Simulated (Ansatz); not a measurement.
Basis-set extrapolation for `CN=C=[C](C)[AlH2]` (PBE0-D4/def2-TZVP geometry, frozen core, the Gaussian-basis code of Ansatz). Multiplicity 1, RHF reference.

|  | def2-TZVPP | def2-QZVPP |
| --- | --- | --- |
| HF | -452.529007 | -452.545576 |
| MP2 correlation | -0.935990 | -0.996652 |
| CCSD(T) correlation | -1.026326 | not run |

Energies in hartree. Use E(X) = E(∞) + A·exp(−7.88·√X) for Hartree–Fock and E(X) = E(∞) + B·X^(−2.97) for correlation, with X = 3 and 4, and add CCSD(T) minus MP2 of the smaller set to the MP2 limit.

Problem. What is the CCSD(T) energy at the basis-set limit?

Solution. HF limit: -452.545576 + (-0.016569) × 0.13774 = -452.54786. MP2 limit: -0.996652 + (-0.060662) × 0.74074 = -1.04159. Higher-order term: -1.026326 − (-0.935990) = -0.09034. Total: -453.67979 hartree, 3.39 eV below CCSD(T)/def2-TZVPP.
